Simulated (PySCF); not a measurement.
From one molecule to another.

First species: iso-butyl(methyl)(phenyl)phosphan, C11H17P.
Numbering: `[CH3:1][CH:2]([CH3:3])[CH2:4][P:5]([CH3:6])[c:7]1[cH:8][cH:9][cH:10][cH:11][cH:12]1` (hydrogens: H13, H14, H15 on C1; H16 on C2; H17, H18, H19 on C3; H20, H21 on C4; H22, H23, H24 on C6; H25 on C8; H26 on C9; H27 on C10; H28 on C11; H29 on C12)

Second species: Cyclobutanone, C₄H₆O.
Numbering: `[O:1]=[C:2]1[CH2:3][CH2:4][CH2:5]1` (hydrogens: H6, H7 on C3; H8, H9 on C4; H10, H11 on C5)

Cartesian coordinates in Å at the PBE0-D3(BJ)/def2-SVP level; atoms count from 1:
```
atom  x, y, z in Å
O1     2.231   -0.305   -0.679
C2     1.119   -0.123   -0.282
C3     0.071    0.959   -0.528
C4    -0.970    0.020    0.129
C5     0.160   -0.933    0.587
H6     0.288    1.867    0.060
H7    -0.076    1.257   -1.577
H8    -1.582    0.461    0.927
H9    -1.639   -0.445   -0.608
H10    0.417   -0.837    1.655
H11    0.079   -2.005    0.348
```

Levels: CAM-B3LYP/def2-SVPD for dipole moment, HOMO energy, LUMO energy, HOMO–LUMO gap, static isotropic polarisability and electronic spatial extent ⟨r²⟩ about the centre of nuclear charge; TDDFT CAM-B3LYP/def2-SVPD for lowest singlet excitation; TDA CAM-B3LYP/def2-SVPD for lowest triplet excitation (Tamm–Dancoff); PBE0-D3(BJ)/def2-SVP for rotational constant A and rotational constant C. Geometries: PBE0-D3(BJ)/def2-SVP. All species are isolated and taken at one optimised geometry, non-relativistic unless stated; the electronic structure was computed with PySCF and density fitting.

The conformers computed, where there is a choice (atom-mapped SMILES and torsion angles):
- `[CH3:1][CH:2]([CH3:3])[CH2:4][P:5]([CH3:6])[c:7]1[cH:8][cH:9][cH:10][cH:11][cH:12]1`: C1–C2–C4–P5 173°, C2–C4–P5–C6 -169°, C4–P5–C7–C8 -54°

Values for the first species:

```
Dipole moment                                                     : 1.27 D
HOMO energy                                                       : -7.73 eV
LUMO energy                                                       : 0.41 eV
HOMO–LUMO gap                                                     : 8.14 eV
Lowest singlet excitation                                         : 5.16 eV
Lowest triplet excitation (Tamm–Dancoff)                          : 4.02 eV
Static isotropic polarisability                                   : 154.9 au
Electronic spatial extent ⟨r²⟩ about the centre of nuclear charge : 2752 bohr²
Rotational constant A                                             : 1.078 GHz
Rotational constant C                                             : 0.469 GHz
```

Problem. Estimate the same properties for the second species, and the change in each.

Solution. 
```csv
property,first,second,second less first
dipole moment,1.27 D,3.21 D,+1.94 D
HOMO energy,-7.73 eV,-8.69 eV,-0.96 eV
LUMO energy,0.41 eV,0.44 eV,+0.03 eV
HOMO–LUMO gap,8.14 eV,9.13 eV,+0.99 eV
lowest singlet excitation,5.16 eV,4.32 eV,-0.84 eV
lowest triplet excitation (Tamm–Dancoff),4.02 eV,3.79 eV,-0.23 eV
static isotropic polarisability,154.9 au,48.8 au,-106.1 au
electronic spatial extent ⟨r²⟩ about the centre of nuclear charge,2752 bohr²,378 bohr²,-2374 bohr²
rotational constant A,1.078 GHz,10.840 GHz,+9.762 GHz
rotational constant C,0.469 GHz,3.610 GHz,+3.141 GHz
```

On the first: The dipole matches unit charges of opposite sign 0.26 Å apart (1 e·Å = 4.8032 D). A dipole of 1.27 D is allowed in C1, and pure rotational transitions are dipole-allowed.

On the second: The vertical singlet–triplet gap S1 − T1 is 0.53 eV (TDDFT singlet less Tamm–Dancoff triplet; S1: HOMO→LUMO, weight 0.94; T1: HOMO→LUMO, weight 0.93). The polarisability is 7.23 Å³ as a volume (1 au = 0.148185 Å³), or 1.28 au for each of the 38 electrons.
